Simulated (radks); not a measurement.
Values are calculated unless marked as measured or tabulated.
Problem. All-electron atom: the tin ion Sn+ in [Kr] 4d10 5s2 5p1 (the NIST ground configuration). Level of theory: scalar-relativistic Kohn-Sham, PBE, spin-polarised, spherical densities, finite nucleus; open shells are filled with parallel spins first (spin-orbit coupling, left out, can overturn this in heavy ions); Fermi nuclear charge, rms radius 4.6519 fm (a radial shooting solver on a logarithmic mesh with Libxc functionals). Some entries of the table are withheld. Estimate them.

orbital  occ.  eigenvalue (eV)  <1/r> (bohr^-1)
1s up       1        -29020.45            53.08
1s down     1        -29020.43            53.08
2s up       1        -4387.877            12.11
2s down     1        -4387.872            12.11
2p up       3        -3939.954            11.65
2p down     3        -3939.941            11.65
3s up       1        -853.1861            4.302
3s down     1        -853.1705            4.302
3p up       3        -706.7920            4.095
3p down     3        -706.7741            4.095
3d up       5        -481.4027            3.865
3d down     5        -481.3869            3.865
4s up       1        -141.8974            1.695
4s down     1        -141.8607            1.695
4p up       3         -97.6787            1.538
4p down     3         -97.6371            1.538
4d up       5         -33.8293            1.217
4d down     5         -33.7161            1.220
5s up       1         -18.1494              (1)
5s down     1         -17.3913              (2)
5p up       1         -10.6188              (3)
5p down     0          -9.7962              (4)
6s up       0          -4.4485           0.2164

Solution. 
(1) 5s up <1/r> (bohr^-1): 0.5560
(2) 5s down <1/r> (bohr^-1): 0.5603
(3) 5p up <1/r> (bohr^-1): 0.4382
(4) 5p down <1/r> (bohr^-1): 0.4379
